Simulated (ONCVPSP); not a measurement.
# Ce: one change to an ONCV potential, before and after

ONCVPSP 4.0.1 input, shortened (lines: element, Z, core and valence counts, functional; n l f; lmax; l rc ep ncon nbas qcut; lloc lpopt rc5 dvloc0; l nproj debl; icmod fcfact rcfact), PBE, fully relativistic:

```
  Ce 58.00   10    4        4      upf
    1    0    2.00
    2    0    2.00
    2    1    6.00
    3    0    2.00
    3    1    6.00
    3    2   10.00
    4    0    2.00
    4    1    6.00
    4    2   10.00
    4    3    1.00
    5    0    2.00
    5    1    6.00
    5    2    1.50
    6    0    1.50
    2
    0    2.45    0.00    4    7    3.90
    1    2.95    0.00    4    8    3.70
    2    2.65    0.00    4    8    3.50
    4    5    1.95    1.00
    0    2    0.50
    1    2    2.70
    2    2    3.20
    1    0.55    0.00
```

Open shells are filled in proportion to 2j + 1.

Change: scalar-relativistic; d: rc 2.45, qcut 3.8.

Cutoffs: the cutoffs (Ha) at which the residual kinetic energy of the hardest occupied pseudo-wave falls to 1 and 0.1 mHa per electron; they do not see the model core or the augmentation charge, which bear on the density cutoff. Errors are all-electron minus pseudo energies relative to the spin-unpolarised reference configuration.

**Question.** How do hardness, ghosts and transferability respond?

**Answer.** The potential gets softer (6.4 Ha and 15 Ha → 6.4 Ha and 12 Ha); of the 4 tests that both files solve, the error grows in 1 and shrinks in 1 by more than 15 % and 0.3 meV (median size 5.5 → 6.1 meV); neither file shows a bound ghost.

| quantity | base | changed |
| --- | --- | --- |
| cutoff, loose | 6.4 Ha | 6.4 Ha |
| cutoff, tight | 15 Ha | 12 Ha |
| loose cutoff by channel | s 6.4 Ha, p 5.3 Ha, d 5.8 Ha | s 6.4 Ha, p 5.2 Ha, d 6.0 Ha |
| bound ghosts | none | none |
| GHOST(+) flags under 300 eV | s at 99.4 eV | s at 99.5 eV |
| error for 5s2 5p6 5d1 6s2, meV [ΔE -0.40 eV] | -2.3 | -1.5 |
| error for 5s2 5p6 5d1 6s1, meV [ΔE 5.67 eV] | -3.5 | -3.9 |
| error for 5s2 5p6 5d1 6s0, meV [ΔE 16.75 eV] | -14 | -17 |
| error for 5s2 5p6 5d1 6s0 6p2, meV [ΔE 4.58 → 4.60 eV] | +7.5 | +8.4 |
| s: phases at 2.49 bohr within 0.05 rad from the reference energy up to (Ha; the scan ends near 5) | 2.9 | 2.9 |
| rms error of d²Exc/dni dnj with the model core, mHa | 1.95 | 1.53 |

Base: These tests converged, but a pseudo level misses the all-electron one widely, so the file describes the atom poorly there or has found another state: 5s2 5p6 5d1 6s0 6p2: empty 6s by 8.9 eV.
